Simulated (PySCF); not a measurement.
Ionisation energy of Zn²⁺ by level of theory

Zn²⁺ [Ar] 3d10 (1S) → Zn³⁺ [Ar] 3d9 (2D), as a difference of total energies. Computed with PySCF 2.14 in aug-cc-pVTZ-DK, with scalar relativity by spin-free X2C-1e. Correlated levels: valence: [Ar] frozen. The calculations carry no spin-orbit coupling.

```csv
method,ionisation energy (eV)
UHF,36.968
MP2 (valence),40.029
SCS-MP2 (valence),39.670
CCSD (valence),39.362
CCSD(T) (valence),39.496
```

**Question.** How much does correlation contribute at CCSD(T) (valence)?

**Answer.** 39.496 − (36.968) = 2.528 eV, measured against UHF.

The reference lies between the lowest fine-structure levels, while these numbers refer to the centres of the terms.

Errors of the correlated levels include the incompleteness of this basis and the frozen core.

For comparison: 39.723 eV (measured; NIST Atomic Spectra Database, ionization energies).
